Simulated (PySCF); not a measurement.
What happened in this job?

A geometry optimisation on CH3Cl3SZr, SMILES `C[S][Zr]([Cl])([Cl])[Cl]` (singlet state). Computed with PBE0-D3(BJ)/def2-SVP geometry optimisation, gas phase, def2 core potentials past Kr in PySCF 2.14.0.

Driver input (Å, GFN2-xTB start):

```
{"job": {"xc": "PBE0", "basis": "def2-SVP", "d3": "d3bj", "grid": 1, "maxiter": 30, "shake": 0.03, "kind": "geom"}, "charge": 0, "multiplicity": 1}
Zr    -0.3090     0.7344    -1.1052
S     -0.5530     0.8970     1.2889
C      0.2551    -0.7391     1.3145
H     -0.2327    -1.4807     0.8716
H      0.4733    -1.0001     2.3562
H      1.2682    -0.6451     0.8150
Cl     1.8549     0.6892    -1.6568
Cl    -1.2980     2.5857    -2.1643
Cl    -1.3260    -1.1106    -1.7455
```

Output:

```
step   0  E = -1864.79684582  max force = 0.078908
step   1  E = -1864.81809180  max force = 0.010609
step   2  E = -1864.81888511  max force = 0.004896
step   3  E = -1864.81957933  max force = 0.003634
step   4  E = -1864.81998561  max force = 0.007768
step   5  E = -1864.82035859  max force = 0.007518
step   6  E = -1864.82057585  max force = 0.003337
step   7  E = -1864.82066396  max force = 0.001523
step   8  E = -1864.82068409  max force = 0.003289
step   9  E = -1864.82071187  max force = 0.002375
step  10  E = -1864.82073415  max force = 0.001127
step  11  E = -1864.82073962  max force = 0.000751
step  12  E = -1864.82074068  max force = 0.000698
step  13  E = -1864.82074113  max force = 0.000659
step  14  E = -1864.82074127  max force = 0.000635
step  15  E = -1864.82074130  max force = 0.000624
step  16  E = -1864.82074129  max force = 0.000617
step  17  E = -1864.82074127  max force = 0.000616
step  18  E = -1864.82074126  max force = 0.000613
step  19  E = -1864.82074125  max force = 0.000611
step  20  E = -1864.82074123  max force = 0.000610
step  21  E = -1864.82074121  max force = 0.000607
step  22  E = -1864.82074119  max force = 0.000605
step  23  E = -1864.82074117  max force = 0.000603
step  24  E = -1864.82074114  max force = 0.000600
step  25  E = -1864.82074112  max force = 0.000599
step  26  E = -1864.82074109  max force = 0.000597
step  27  E = -1864.82074106  max force = 0.000594
step  28  E = -1864.82074102  max force = 0.000592
step  29  E = -1864.82074098  max force = 0.000590
step  30  E = -1864.82074095  max force = 0.000587
optimisation not converged
```

Energies are in Eh and forces in Eh/bohr.

Can the results be trusted, and what went wrong?

Not as they stand: step limit reached with the energy nearly constant. After 31 gradient evaluations the largest force component was 0.00059 Eh/bohr against a threshold of 0.00045, and over the last 5 steps the energy changed by 0.000 kcal/mol in all, within a range of 0.000 kcal/mol, the last step by 0.000 kcal/mol. The energy rose in none of the 30 steps.

What would you do next?

Restart from the last geometry, if need be with a computed Hessian or a finer grid, and confirm the end point by frequencies.

The run took 5.5 min on an Arm Neoverse V1 with one thread, no GPU, shared host with 32 logical CPUs at a one-minute load of 27, and the process peaked at 0.51 GiB of memory.
